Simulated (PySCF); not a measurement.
# How methods differ on the ionisation energy of Ru

Ru [Kr] 4d7 5s1 (5F) → Ru⁺ [Kr] 4d7 (4F), as a difference of total energies. All numbers are calculated (PySCF 2.14, the spin-free X2C one-electron Hamiltonian (Gaussian nucleus), in x2c-QZVPPall). Correlated levels: valence: [Kr] frozen; valence and next inner shell: [Ar] 3d10 frozen. The calculations carry no spin-orbit coupling.

| method | ionisation energy (eV) | plus first-order spin-orbit estimate | error of that sum (eV) |
| --- | --- | --- | --- |
| UHF | 6.295 | 6.288 | -1.073 |
| LDA | 8.026 | 8.019 | +0.658 |
| PBE | 7.750 | 7.743 | +0.382 |
| PBE0 | 7.459 | 7.452 | +0.091 |
| r2SCAN | 7.659 | 7.652 | +0.291 |
| PBEsol | 7.785 | 7.779 | +0.418 |
| M06-L | 7.093 | 7.087 | -0.274 |
| LC-wPBE | 7.100 | 7.093 | -0.268 |
| MP2 (valence) | 7.179 | 7.172 | -0.189 |
| SCS-MP2 (valence) | 6.905 | 6.898 | -0.463 |
| MP2 (valence and next inner shell) | 7.411 | 7.404 | +0.043 |
| SCS-MP2 (valence and next inner shell) | 7.105 | 7.099 | -0.262 |

Reference: 7.361 eV (measured; NIST Atomic Spectra Database, ionization energies).

A first-order spin-orbit estimate (lowest level to lowest level, LS coupling) adds -0.006 eV.

Errors of the correlated levels include the incompleteness of this basis and the frozen core.
